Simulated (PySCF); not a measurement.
**How the method moves the HOMO and LUMO of `BOCCC`**

Species: C3H9BO.
SMILES with atom numbers: `[BH2:1][O:2][CH2:3][CH2:4][CH3:5]` (hydrogens: H6, H7 on B1; H8, H9 on C3; H10, H11 on C4; H12, H13, H14 on C5)

Geometry (PBE0-D3(BJ)/def2-SVP, Å), atoms numbered from 1 in this order:
```
atom  x, y, z in Å
B1    -2.5162   -0.7081    0.8907
O2    -1.5751    0.2296    1.0554
C3    -0.4847    0.3950    0.1723
C4     0.8190    0.0459    0.8600
C5     2.0294    0.3041   -0.0221
H6    -3.3910   -0.7646    1.7231
H7    -2.4708   -1.4583   -0.0655
H8    -0.4746    1.4509   -0.1472
H9    -0.6306   -0.2281   -0.7292
H10    0.8867    0.6297    1.7928
H11    0.7846   -1.0152    1.1607
H12    2.0043   -0.3133   -0.9342
H13    2.0808    1.3586   -0.3376
H14    2.9641    0.0721    0.5086
```

Basis pcSseg-1 throughout (PySCF), one geometry. The structure is a single PBE0-D3(BJ)/def2-SVP conformer in the gas phase; no vibrational or solvent corrections.

Problem. How do the orbital energies, the gap and the dipole change with the method?

Solution. 
```
   method                    kind  HOMO (eV)  LUMO (eV)  gap (eV)  μ (D)  SCF cycles
     BLYP                     GGA      -6.93      -1.11      5.82   1.96          15
     OPBE                     GGA      -6.97      -1.08      5.89   1.96          14
      PBE                     GGA      -7.01      -1.25      5.76   1.98          14
    B97-D                     GGA      -7.05      -1.06      5.99   1.94          13
      LDA                     LDA      -7.06      -1.51      5.55   2.04          13
     BP86                     GGA      -7.12      -1.28      5.84   1.98          14
      KT2                     GGA      -7.12      -1.23      5.89   1.91          14
      KT3                     GGA      -7.17      -1.18      5.99   1.89          14
    B97-2           global hybrid      -8.25      -0.23      8.02   1.90          12
    B3LYP           global hybrid      -8.29      -0.48      7.81   1.91          13
     PBE0           global hybrid      -8.50      -0.24      8.26   1.91          12
 mPW1PW91           global hybrid      -8.54      -0.22      8.32   1.91          12
BHandHLYP           global hybrid      -9.94       0.77     10.72   1.85          12
CAM-B3LYP  range-separated hybrid      -9.96       0.86     10.82   1.91          12
  wB97X-D  range-separated hybrid     -10.45       1.68     12.13   1.89          12
  LC-wPBE  range-separated hybrid     -11.31       2.12     13.44   1.93          12
       HF            Hartree–Fock     -12.18       3.21     15.39   1.78           9
```

The HOMO spans 5.25 eV, from BLYP down to HF, and the gap runs from 5.55 eV (LDA) to 15.39 eV (HF). Over the methods BLYP (0 %), OPBE (0 %), PBE (0 %), B97-D (0 %), LDA (0 %), BP86 (0 %), KT2 (0 %), KT3 (0 %), B97-2 (21 %), B3LYP (20 %), PBE0 (25 %), mPW1PW91 (25 %), BHandHLYP (50 %), HF (100 %), a straight line through the gap against the share of exact exchange rises by 0.96 eV for each 10 % (correlation coefficient 0.999). The dipole ranges from 1.78 D (HF) to 2.04 D (LDA). This basis has no diffuse functions.

The vertical ΔSCF ionisation energy at CAM-B3LYP/def2-SVPD is 11.05 eV; −ε(HOMO) comes closest to it with LC-wPBE (11.31 eV).
